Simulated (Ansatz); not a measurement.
Geometry optimisation, UKS PBE/def2-SVP in Ansatz.

Input file:

```yaml
crystal:
  periodic: [false, false, false]
  atoms:
    - { symbol: Ta, position_ang: [-0.637658, -0.057856, 0.073336] }
    - { symbol: Cl, position_ang: [3.021736, -0.180733, 0.097638] }
    - { symbol: O, position_ang: [0.280154, -0.04133, 1.730653] }
    - { symbol: H, position_ang: [1.229811, -0.046494, 1.964382] }
    - { symbol: Cl, position_ang: [-0.080025, 0.037185, -2.189265] }
    - { symbol: F, position_ang: [-1.313198, 1.705456, 0.154512] }
    - { symbol: O, position_ang: [-1.427176, -1.774182, 0.146043] }
    - { symbol: H, position_ang: [-2.271878, -2.251334, 0.122515] }
    - { symbol: F, position_ang: [4.552234, -0.151512, 0.583286] }
magnetization:
  spin_polarized: true
  initial_magnetization: 1
basis:
  gaussian: { orbitals: def2-SVP }
hamiltonian:
  xc: pbe
relax:
  f_tol: 0.03
  max_steps: 50
```

Launched with:

```bash
$ ansatz run input.yaml --threads 4 --pin off --max-ram 5120MiB --backend cpu --events-out ev --progress --plain --runs-dir out
```

**Question.** Where does it end, and by what steps?

**Answer.** It converged. After 28 steps the energy has fallen by 2.791 eV; F9 moved furthest, 1.76 Å. Parted: Cl2–F9 (1.61 → 2.67 Å), O3–H4 (0.98 → 1.59 Å). Joined: Ta1–Cl2 (3.66 → 2.45 Å), H4–F9 (3.60 → 0.97 Å).

```tsv
step	energy less start (eV)	largest force component (eV/Å)	accepted
0	0.0000	3.337	yes
1	-0.1903	2.573	yes
2	-0.4163	1.587	yes
3	-0.7342	1.342	yes
4	-1.0994	0.905	yes
5	-1.2186	1.839	yes
6	-1.4161	0.742	yes
7	-1.5384	0.754	yes
8	-1.6460	0.540	yes
9	-1.7501	0.340	yes
10	-1.8484	0.285	yes
11	-1.9486	0.307	yes
12	-2.0581	0.370	yes
13	-2.1841	0.481	yes
14	-2.3296	0.651	yes
15	-2.4931	0.386	yes
16	-2.5792	1.058	yes
17	-2.6019	0.444	yes
18	-2.6314	0.345	yes
19	-2.4041	5.432	no
20	-2.6699	0.544	yes
21	-2.7034	0.511	yes
22	-2.6807	2.848	no
23	-2.7547	0.353	yes
24	-2.7731	0.877	yes
25	-2.7820	0.374	yes
26	-2.7040	1.476	no
27	-2.7892	0.102	yes
28	-2.7910	0.018	yes
```

```xyz
9
Properties=species:S:1:pos:R:3
Ta -0.185 -0.030 0.207
Cl 2.023 -0.312 -0.826
O 0.643 0.129 1.754
H 2.214 -0.080 1.881
Cl -0.212 0.032 -2.378
F -1.365 1.440 0.217
O -1.142 -1.651 0.448
H -1.749 -2.017 -0.226
F 3.127 -0.272 1.607
```

Whether the end is a true minimum wasn't checked by a vibrational analysis.

The run took 120 s on 4 threads of Arm Neoverse V2, with other jobs on the host, peak memory 0.28 GiB.
